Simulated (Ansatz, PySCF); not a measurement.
Species: sum formula BNH3, charge 0, multiplicity 2. It need not be the lowest isomer of its formula. 
Geometry from a B3LYP-D3(BJ)/def2-TZVP (Ansatz, an electronic-structure program) optimisation:
```
B
N 1 1.3287
H 2 0.9996 1 163.55
H 1 1.2007 2 121.70 3 180.00
H 1 1.2080 4 119.29 2 -180.00
```
Charge 0, spin multiplicity 2.

Wanted: atomisation energy (electronic, to ground-state atoms), in kcal/mol. Valence correlation only, unless marked. UHF or UKS for open shells. No spin-orbit coupling. No relativistic terms. The coupled-cluster limit lacks core correlation, which all-electron functionals hold. CBS(X,Y): correlation extrapolated as X^-3; Hartree-Fock from the larger set.

```
level                                        program  atomisation energy (kcal/mol)
------------------------------------  --------------  -----------------------------
SVWN5/def2-TZVPD                              Ansatz                            [?]
TPSS-D3(BJ)/def2-TZVPD                 PySCF + dftd3                          392.2
B3LYP-D4/def2-TZVPD                   Ansatz + dftd4                          389.5
PW6B95/def2-TZVPD                              PySCF                          384.3
CAM-B3LYP-D4/def2-TZVPD               Ansatz + dftd4                            [?]
B2GP-PLYP-D3(BJ)/def2-TZVPD           Ansatz + dftd3                            [?]
B2PLYP-D4/def2-TZVPD                  Ansatz + dftd4                          380.1
B2PLYP/def2-TZVPD                             Ansatz                          379.6
SCS-MP2/aug-cc-pVTZ                           Ansatz                          370.7
CCSD(T)/CBS(def2-TZVPPD,def2-QZVPPD)          Ansatz                          376.9
```

Fill in the missing entries.


- SVWN5/def2-TZVPD, atomisation energy (kcal/mol): 438.7
- CAM-B3LYP-D4/def2-TZVPD, atomisation energy (kcal/mol): 389.3
- B2GP-PLYP-D3(BJ)/def2-TZVPD, atomisation energy (kcal/mol): 376.7
